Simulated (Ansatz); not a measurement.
Basis sets compared for Zr2Se4. Charge 0, multiplicity 1. Geometry PBE-D4/def2-SVP. Ansatz on 4 threads of Arm Neoverse V2 on a shared host; times are rough, and most runs start from earlier orbitals.

```xyz
6

Zr   -0.183    0.655   -0.583
Zr    0.421   -1.453    1.314
Se   -1.897   -0.522    1.116
Se    0.774   -1.791   -1.143
Se   -0.701    2.353   -2.149
Se    1.586    0.758    1.445
```

In the def2 sets Zr takes a core potential; there is no spin–orbit coupling. The structure comes from a short search, and lower isomers may exist.

Binding counts from free atoms (Zr triplet, Se triplet) in the same basis, without a counterpoise term.

| level | functions | energy (Eh) | HOMO (eV) | LUMO (eV) | binding per atom (eV) | wall time |
| --- | --- | --- | --- | --- | --- | --- |
| PBE-D4/def2-SVP | 190 | -9698.0558 | -5.51 | -4.75 | – | 4.7 s |
| PBE-D4/def2-TZVP | 272 | -9699.2511 | -5.54 | -4.75 | – | 8 s |
| r2SCAN-D4/def2-TZVP (with forces) | 272 | -9700.6509 | -5.79 | -4.72 | – | 21 s |
| PBE0-D4/def2-SVP | 190 | -9698.2903 | -6.50 | -4.25 | 4.11 | 9.5 s |
| PBE0-D4/def2-TZVP | 272 | -9699.4862 | -6.49 | -4.21 | 4.09 | 19 s |

(1) Estimate the rows for PBE-D4/def2-TZVPD, r2SCAN-D4/def2-TZVPD, PBE0-D4/def2-TZVPD.

Results:

(1) 
| level | functions | energy (Eh) | HOMO (eV) | LUMO (eV) | binding per atom (eV) | wall time |
| --- | --- | --- | --- | --- | --- | --- |
| PBE-D4/def2-TZVPD | 308 | -9699.2524 | -5.56 | -4.76 | – | 13 s |
| r2SCAN-D4/def2-TZVPD | 308 | -9700.6521 | -5.79 | -4.71 | – | 23 s |
| PBE0-D4/def2-TZVPD | 308 | -9699.4875 | -6.50 | -4.22 | 4.09 | 25 s |
